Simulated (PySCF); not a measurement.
Sn(Cl)3(OSiH3) (Cl₃H₃OSiSn), SMILES [Sn]([O][SiH3])([Cl])([Cl])[Cl].

Geometry: B3LYP-D3(BJ)/def2-SVP. The def2 effective core potentials stand for the cores of Sn; spin–orbit coupling is left out. The values are those of a single conformer.

Two levels are set side by side: TDDFT-PBE/def2-SVPD (PySCF) and TDDFT-PBE0/def2-SVPD (PySCF). Vertical, same geometry. The lowest singlet is HOMO→LUMO 100 % with PBE and HOMO→LUMO 95 % with the other functional; states are paired by order. Differences are taken from unrounded values.

```
quantity                              TDDFT-PBE0  TDDFT-PBE  TDDFT-PBE minus TDDFT-PBE0
------------------------------------  ----------  ---------  --------------------------
lowest singlet excitation (eV)              4.43       3.35                       -1.08
lowest triplet excitation (TDA) (eV)        4.18       3.19                       -0.99
```

A lower first singlet is the usual sign of a functional without exact exchange. Differences between two approximate levels are no errors against the true value.

Rough cost on one machine, each run with all the roots and properties that it gave: TDDFT-PBE0 against TDDFT-PBE about 4 times.
